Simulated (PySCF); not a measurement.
C₄H₆ClF, SMILES C/C(F)=C(\C)Cl. Geometry: PBE0-D3(BJ)/def2-SVP.

All values below come from PBE0-D3(BJ)/def2-SVP (PySCF).

Harmonic wavenumbers (cm⁻¹): 145, 156, 182, 226, 326, 336, 388, 520, 561, 644, 881, 994, 1037, 1052, 1107, 1189, 1303, 1400, 1411, 1437, 1441, 1451, 1459, 1804, 3059, 3061, 3137, 3140, 3183, 3207. Rotational constants (GHz): 4.101, 2.254, 1.482; symmetry number 1.

### Question
Work out the zero-point energy and the ideal-gas rigid-rotor harmonic-oscillator thermochemistry at 298.15 K and 1 atm.

### Answer
ZPE = ½ Σ hcν = ½ × 40236 cm⁻¹ = 240.66 kJ/mol. H − E(el) = 261.78 kJ/mol. Entropy in J/(mol K): translation 167.20, rotation 115.28, vibration 63.68, total 346.16. G − E(el) = 158.57 kJ/mol. Cp = 109.63 J/(mol K). Modes under 150 cm⁻¹ make the vibrational entropy uncertain.
